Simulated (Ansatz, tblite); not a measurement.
Forces on 1-butyl-3-methylimidazolium tetrafluoroborate, `CCCCn1cc[n+](C)c1.F[B-](F)(F)F` at its PBE-D4/def2-SVP geometry. The state is a singlet with charge 0.

The xTB rows come from tblite.

GFN2-xTB (tblite), largest force 1.09 eV/Å:

```xyz
30
positions Å, forces eV/Å
C    -3.927    1.543   -0.681   -0.402    0.012   -0.366
C    -2.548    1.493   -0.023    0.156    0.072    0.684
C    -1.409    1.308   -1.031   -0.117   -0.102   -0.849
C     0.000    1.313   -0.439    0.466   -0.149    0.647
N     0.245    0.196    0.488    0.158   -0.126    0.051
C     0.058    0.173    1.859    0.183   -0.239   -0.418
C     0.551   -1.028    2.312    0.061   -0.012   -0.563
N     1.026   -1.711    1.203    0.059    0.238   -0.079
C     1.739   -2.987    1.187   -0.114    0.326    0.122
C     0.831   -0.951    0.112   -0.214    0.195    0.658
H    -3.999    2.382   -1.405    0.124   -0.489    0.468
H    -4.733    1.676    0.068    0.564   -0.078   -0.372
H    -4.140    0.608   -1.240    0.204    0.537    0.367
H    -2.373    2.429    0.555   -0.139   -0.427   -0.398
H    -2.526    0.667    0.722   -0.048    0.330   -0.442
H    -1.556    0.366   -1.605    0.047    0.435    0.404
H    -1.440    2.123   -1.785   -0.029   -0.371    0.467
H     0.774    1.215   -1.225   -0.512    0.123    0.278
H     0.199    2.244    0.128   -0.182   -0.378   -0.277
H    -0.387    1.014    2.399    0.320   -0.624   -0.381
H     0.613   -1.443    3.322   -0.061    0.311   -0.739
H     1.038   -3.824    0.998    0.373    0.447    0.052
H     2.231   -3.134    2.165   -0.235    0.043   -0.506
H     2.503   -2.927    0.387   -0.429   -0.156    0.451
H     1.174   -1.166   -0.912   -0.476   -0.001    0.908
F     2.050   -0.174   -2.318    0.944   -0.044    0.536
B     3.254   -0.301   -1.520    0.069   -0.096   -0.317
F     4.363    0.064   -2.245   -0.739   -0.226    0.517
F     3.071    0.504   -0.367    0.017   -0.564   -0.660
F     3.319   -1.672   -1.106   -0.047    1.012   -0.243
```

PBE-D4/def2-TZVP (Ansatz), largest force 0.48 eV/Å:

```
C -0.209 0.008 -0.137
C 0.083 0.008 0.291
C -0.080 -0.047 -0.289
C 0.151 0.205 -0.030
N 0.031 -0.195 0.106
C 0.034 -0.063 0.163
C -0.074 0.120 0.065
N -0.078 0.230 -0.045
C 0.132 -0.237 -0.017
C -0.019 -0.045 -0.106
H 0.031 -0.212 0.191
H 0.222 -0.035 -0.184
H 0.066 0.235 0.149
H -0.051 -0.218 -0.155
H -0.011 0.198 -0.198
H 0.034 0.225 0.155
H 0.010 -0.186 0.195
H -0.247 0.081 0.205
H -0.065 -0.229 -0.137
H 0.155 -0.285 -0.181
H -0.023 0.140 -0.343
H 0.179 0.246 0.054
H -0.129 0.058 -0.259
H -0.223 -0.065 0.256
H -0.225 0.019 0.420
F 0.067 0.012 -0.100
B -0.063 -0.059 -0.129
F 0.115 0.038 -0.046
F 0.090 0.093 0.120
F 0.099 -0.039 -0.014
```

r2SCAN-D4/def2-TZVP (Ansatz), largest force 0.72 eV/Å:

```
C -0.317 0.009 -0.213
C 0.118 0.018 0.443
C -0.113 -0.071 -0.442
C 0.270 0.333 -0.088
N 0.132 -0.460 0.173
C 0.112 -0.210 0.190
C -0.125 0.253 -0.011
N -0.152 0.482 -0.172
C 0.235 -0.368 -0.039
C -0.016 0.015 0.038
H 0.061 -0.384 0.345
H 0.404 -0.064 -0.334
H 0.125 0.426 0.269
H -0.081 -0.393 -0.273
H -0.010 0.345 -0.349
H 0.064 0.396 0.275
H 0.018 -0.339 0.353
H -0.413 0.085 0.375
H -0.113 -0.428 -0.232
H 0.252 -0.467 -0.315
H -0.032 0.225 -0.579
H 0.314 0.442 0.096
H -0.249 0.113 -0.469
H -0.411 -0.072 0.438
H -0.296 0.061 0.653
F 0.457 -0.033 0.193
B -0.057 -0.058 -0.154
F -0.310 -0.102 0.233
F 0.098 -0.195 -0.272
F 0.037 0.441 -0.133
```
